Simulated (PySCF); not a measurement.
**Calculated properties of `Cl[Si](Cl)Cl` [radical]**

Species: SiCl₃ (doublet state).
Geometry (GFN2-xTB, Å), atoms numbered from 1 in this order:
```xyz
4
SiCl3 angstrom
Cl    -1.3832   -1.3154   -0.1749
Si     0.0020    0.0011    0.4959
Cl    -0.4445    1.8595   -0.1741
Cl     1.8359   -0.5405   -0.1698
```

GFN2-xTB geometry:

```yaml
Point_group_of_the_GFN2-xTB_geometry: C3v
Rotational_constants_A_B_C_of_the_GFN2-xTB_geometry: 2.508, 2.507, 1.318 GHz
```

From UKS B3LYP, pcH-1 on Cl Si, non-relativistic, mean-field spin-orbit, GIAO (PySCF):

```yaml
Isotropic_g_value: 2.00484
Principal_g_values: 2.00260, 2.00596, 2.00596
Spin_squared_⟨S²⟩: 0.751
Largest_Mulliken_spin_population: 0.74 on Si2
Largest_isotropic_hyperfine_couplings_means_over_sets_of_like_nuclei: 29Si -1169.2 (Si2), 35Cl +33.8 (Cl1/Cl3/Cl4) MHz
```

Monoisotopic mass from the formula: 132.8835 u.

The rotational constants are those of an oblate symmetric top; the small spread among constants that symmetry makes equal is optimisation noise. With B = h/(8π²I), that is 505.379 GHz u Å² over I, the principal moments of inertia are 201.5, 201.6 and 383.3 u Å² (most abundant isotopes). ⟨S²⟩ is 0.001 above the pure-spin value S(S + 1) = 0.75. At 9.50 GHz, hν = g·μB·B₀ (B₀ the magnetic field) puts the centre of the isotropic spectrum, to first order, at 338.6 mT. g_iso is shifted by about +2520 ppm from the free-electron value 2.002319; the principal values span 0.0034.

Geometry: GFN2-xTB; no solvent, vibrations or thermal averaging. Hyperfine couplings depend on the geometry, which wasn't re-optimised at a DFT level.
